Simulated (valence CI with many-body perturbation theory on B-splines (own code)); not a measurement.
Energy levels of Tc³⁶⁺

Calculated by valence CI with perturbative core correlation (CI+MBPT): five valence electrons over a frozen Dirac-Fock core [He], a basis of 9 s, 9 p, 8 d, 6 f, 3 g, 1 h functions for each j, with the one-electron correlation potential Σ1 (screened to all orders), the two-electron term Σ2, the three-electron term Σ3, Breit, model QED; selected single and double excitations, second order for the rest, scaled by the run's own slope (own B-spline code, finite nucleus).

No measured spectrum was set against this ion. As an estimate, large intervals hold to a few tenths of a per cent, small ones and those within an open d or f shell to about a per cent. Among the levels kept, up to 5100 cm⁻¹ of a level comes from second order outside the variational space, and about a tenth of that is noise between levels of different J, which matters for small intervals.

Levels 1 to 45 of 61, with energies above the lowest level, (2s^2 2p1/2^2 2p3/2) J=3/2. "Leading %" is the weight of the configuration and term that name the level; weights of strongly mixed levels are sums over their largest components and can fall short, so below about 35 % the name and the second component can differ from the true leading terms, or belong to a minority configuration. In the jj column 3d3/2^4 stands for four electrons in 3d with j = 3/2. Lifetimes count E1, E2, E3, M1 and M2 decay at the calculated energies, and are blank where another channel may lead or the interval is too uncertain; long ones can be off by a factor of two.

| No. | Configuration | Term | J | E (eV) | Leading % | Lifetime | Second component | Leading jj |
| --- | --- | --- | --- | --- | --- | --- | --- | --- |
| 1 | 2s2 2p3 | 2P° | 3/2 | 0.0 | 42 |  | 34 % 2s2 2p3 4S° | 2s^2 2p1/2^2 2p3/2 (98 %) |
| 2 | 2s2 2p3 | 4S° | 3/2 | 110.4 | 51 | 67.7 ns | 47 % 2s2 2p3 2D° | 2s^2 2p1/2 2p3/2^2 (98 %) |
| 3 | 2s2 2p3 | 2D° | 5/2 | 126.7 | 100 | 376 ns |  | 2s^2 2p1/2 2p3/2^2 (100 %) |
| 4 | 2s2 2p3 | 2P° | 1/2 | 148.5 | 99 | 77.1 ns |  | 2s^2 2p1/2 2p3/2^2 (99 %) |
| 5 | 2s2 2p3 | 2P° | 3/2 | 259.4 | 55 | 28.8 ns | 29 % 2s2 2p3 2D° | 2s^2 2p3/2^3 (98 %) |
| 6 | 2s 2p4 | 4P | 5/2 | 270.1 | 82 | 17.0 ps | 18 % 2s 2p4 2D | 2s 2p1/2^2 2p3/2^2 (97 %) |
| 7 | 2s 2p4 | 2S | 1/2 | 318.3 | 49 | 4.89 ps | 47 % 2s 2p4 4P | 2s 2p1/2^2 2p3/2^2 (92 %) |
| 8 | 2s 2p4 | 4P | 3/2 | 319.3 | 38 | 3.26 ps | 33 % 2s 2p4 2D | 2s 2p1/2^2 2p3/2^2 (88 %) |
| 9 | 2s 2p4 | 4P | 3/2 | 400.2 | 61 | 4.83 ps | 28 % 2s 2p4 2D | 2s 2p1/2 2p3/2^3 (92 %) |
| 10 | 2s 2p4 | 2D | 5/2 | 424.2 | 82 | 5.44 ps | 18 % 2s 2p4 4P | 2s 2p1/2 2p3/2^3 (97 %) |
| 11 | 2s 2p4 | 2P | 1/2 | 448.7 | 54 | 2.08 ps | 33 % 2s 2p4 4P | 2s 2p1/2 2p3/2^3 (87 %) |
| 12 | 2s 2p4 | 2P | 3/2 | 460.7 | 60 | 1.88 ps | 39 % 2s 2p4 2D | 2s 2p1/2 2p3/2^3 (97 %) |
| 13 | 2s 2p4 | 2P | 1/2 | 577.2 | 42 | 2.08 ps | 38 % 2s 2p4 2S | 2s 2p3/2^4 (92 %) |
| 14 | 2p5 | 2P° | 3/2 | 638.0 | 99 | 1.87 ps |  | 2p1/2^2 2p3/2^3 (99 %) |
| 15 | 2p5 | 2P° | 1/2 | 763.4 | 99 | 1.46 ps |  | 2p1/2 2p3/2^4 (99 %) |
| 16 | 2s2 2p2 3s | 4P | 1/2 | 2794.2 | 52 | 57.6 fs | 25 % 2s2 2p2 3s 2S | 2s^2 2p1/2^2 3s (98 %) |
| 17 | 2s2 2p2 3p | 4D° | 1/2 | 2842.7 | 42 | 5.57 ps | 39 % 2s2 2p2 3p 2P° | 2s^2 2p1/2^2 3p1/2 (98 %) |
| 18 | 2s2 2p2 3p | 2P° | 3/2 | 2885.0 | 26 | 4.28 ps | 26 % 2s2 2p2 3p 4D° | 2s^2 2p1/2^2 3p3/2 (96 %) |
| 19 | 2s2 2p2 3s | 4P | 3/2 | 2907.2 | 88 | 73.9 fs | 10 % 2s2 2p2 3s 2P | 2s^2 2p1/2 2p3/2 3s (99 %) |
| 20 | 2s2 2p2 3s | 2P | 1/2 | 2912.8 | 68 | 36.6 fs | 31 % 2s2 2p2 3s 4P | 2s^2 2p1/2 2p3/2 3s (99 %) |
| 21 | 2s2 2p2 3s | 2D | 5/2 | 2920.2 | 56 | 47.8 fs | 42 % 2s2 2p2 3s 4P | 2s^2 2p1/2 2p3/2 3s (97 %) |
| 22 | 2s2 2p2 3s | 2D | 3/2 | 2924.4 | 59 | 38.9 fs | 39 % 2s2 2p2 3s 2P | 2s^2 2p1/2 2p3/2 3s (99 %) |
| 23 | 2s2 2p2 3d | 4F | 3/2 | 2935.1 | 38 | 40.4 fs | 25 % 2s2 2p2 3d 2D | 2s^2 2p1/2^2 3d3/2 (98 %) |
| 24 | 2s2 2p2 3d | 2D | 5/2 | 2951.8 | 27 | 9.32 fs | 22 % 2s2 2p2 3d 4D | 2s^2 2p1/2^2 3d5/2 (96 %) |
| 25 | 2s2 2p2 3p | 4P° | 1/2 | 2955.3 | 42 | 6.47 ps | 29 % 2s2 2p2 3p 4D° | 2s^2 2p1/2 2p3/2 3p1/2 (98 %) |
| 26 | 2s2 2p2 3p | 4D° | 3/2 | 2960.1 | 54 | 7.59 ps | 24 % 2s2 2p2 3p 2D° | 2s^2 2p1/2 2p3/2 3p1/2 (98 %) |
| 27 | 2s2 2p2 3p | 2F° | 5/2 | 2969.7 | 40 | 5.87 ps | 32 % 2s2 2p2 3p 2D° | 2s^2 2p1/2 2p3/2 3p1/2 (97 %) |
| 28 | 2s2 2p2 3p | 2P° | 3/2 | 2986.8 | 36 | 1.07 ps | 28 % 2s2 2p2 3p 4S° | 2s^2 2p1/2 2p3/2 3p1/2 (92 %) |
| 29 | 2s2 2p2 3p | 4D° | 5/2 | 2992.2 | 51 | 3.23 ps | 33 % 2s2 2p2 3p 4P° | 2s^2 2p1/2 2p3/2 3p3/2 (96 %) |
| 30 | 2s2 2p2 3p | 4P° | 1/2 | 2995.8 | 39 | 4.63 ps | 30 % 2s2 2p2 3p 2P° | 2s^2 2p1/2 2p3/2 3p3/2 (98 %) |
| 31 | 2s2 2p2 3p | 2D° | 3/2 | 3000.6 | 49 | 3.99 ps | 32 % 2s2 2p2 3p 4P° | 2s^2 2p1/2 2p3/2 3p3/2 (95 %) |
| 32 | 2s2 2p2 3p | 2F° | 7/2 | 3006.1 | 56 | 7.08 ps | 44 % 2s2 2p2 3p 4D° | 2s^2 2p1/2 2p3/2 3p3/2 (98 %) |
| 33 | 2s2 2p2 3p | 2P° | 3/2 | 3011.1 | 43 | 665 fs | 21 % 2s2 2p2 3p 4S° | 2s^2 2p1/2 2p3/2 3p3/2 (93 %) |
| 34 | 2s2 2p2 3p | 2D° | 5/2 | 3018.8 | 51 | 1.36 ps | 23 % 2s2 2p2 3p 2F° | 2s^2 2p1/2 2p3/2 3p3/2 (93 %) |
| 35 | 2s2 2p2 3p | 2P° | 1/2 | 3029.0 | 82 | 876 fs | 8 % 2s2 2p2 3p 4D° | 2s^2 2p1/2 2p3/2 3p3/2 (96 %) |
| 36 | 2s 2p3 3s | 6S° | 5/2 | 3041.9 | 51 | 182 fs | 32 % 2s 2p3 3s 4P° | 2s 2p1/2^2 2p3/2 3s (83 %) |
| 37 | 2s2 2p2 3s | 4P | 5/2 | 3043.3 | 54 | 35.9 fs | 41 % 2s2 2p2 3s 2D | 2s^2 2p3/2^2 3s (95 %) |
| 38 | 2s2 2p2 3s | 2P | 3/2 | 3048.0 | 25 | 27.6 fs | 21 % 2s2 2p2 3d 4F | 2s^2 2p3/2^2 3s (48 %) |
| 39 | 2s2 2p2 3s | 2P | 3/2 | 3049.7 | 25 | 26.1 fs | 21 % 2s2 2p2 3d 4F | 2s^2 2p1/2 2p3/2 3d3/2 (50 %) |
| 40 | 2s2 2p2 3d | 4F | 5/2 | 3050.6 | 55 | 49.9 fs | 37 % 2s2 2p2 3d 2F | 2s^2 2p1/2 2p3/2 3d3/2 (95 %) |
| 41 | 2s2 2p2 3d | 4D | 1/2 | 3051.4 | 80 | 45.1 fs | 14 % 2s2 2p2 3d 2P | 2s^2 2p1/2 2p3/2 3d3/2 (99 %) |
| 42 | 2s2 2p2 3d | 4F | 7/2 | 3057.0 | 62 | 212 fs | 28 % 2s2 2p2 3d 4D | 2s^2 2p1/2 2p3/2 3d5/2 (88 %) |
| 43 | 2s 2p3 3s | 4S° | 3/2 | 3059.0 | 44 | 44.9 fs | 26 % 2s 2p3 3s 2P° | 2s 2p1/2^2 2p3/2 3s (87 %) |
| 44 | 2s2 2p2 3d | 2F | 7/2 | 3061.2 | 41 | 53.9 ps | 29 % 2s2 2p2 3d 2G | 2s^2 2p1/2 2p3/2 3d3/2 (77 %) |
| 45 | 2s2 2p2 3d | 4P | 5/2 | 3064.3 | 39 | 7.49 fs | 39 % 2s2 2p2 3d 2F | 2s^2 2p1/2 2p3/2 3d5/2 (61 %) |

The ionisation energy to 2s2 2p2 3P_0 of the next ion comes out as 5056.2 eV (NIST: 5060 ± 40 eV (semi-empirical)). All 61 levels together are meant to be complete up to 3120.6 eV.
